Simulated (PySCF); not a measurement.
Ge(F)(SH)3, SMILES [F][Ge]([SH])([SH])[SH] (PBE0/def2-SVP optimised geometry):

```
8

F      1.206    -1.217     0.000
Ge    -0.537    -1.217     0.000
S     -1.206     0.881     0.000
S     -1.223    -2.264    -1.811
S     -1.204    -2.269     1.816
H     -0.380     1.217     1.017
H     -0.453    -1.509    -2.629
H     -0.401    -3.331     1.579
```

Method: PBE0/def2-TZVP in PySCF.

### Question
What are the frontier orbital energies and the dipole moment?

### Answer
HOMO-2 -8.17 eV, HOMO-1 -8.06 eV, HOMO -8.04 eV, LUMO -1.24 eV, LUMO+1 -0.07 eV; dipole moment 0.07 D.

On the same geometry PBE/def2-TZVP in PySCF gives HOMO-2 -6.88 eV, HOMO-1 -6.78 eV, HOMO -6.77 eV, LUMO -2.20 eV, LUMO+1 -0.95 eV; dipole moment 0.04 D.

Meta-Löwdin charges at PBE0/def2-TZVP: F1 -0.51, Ge2 0.94, S3 -0.27, S4 -0.27, S5 -0.27, H6 0.12, H7 0.12, H8 0.12.
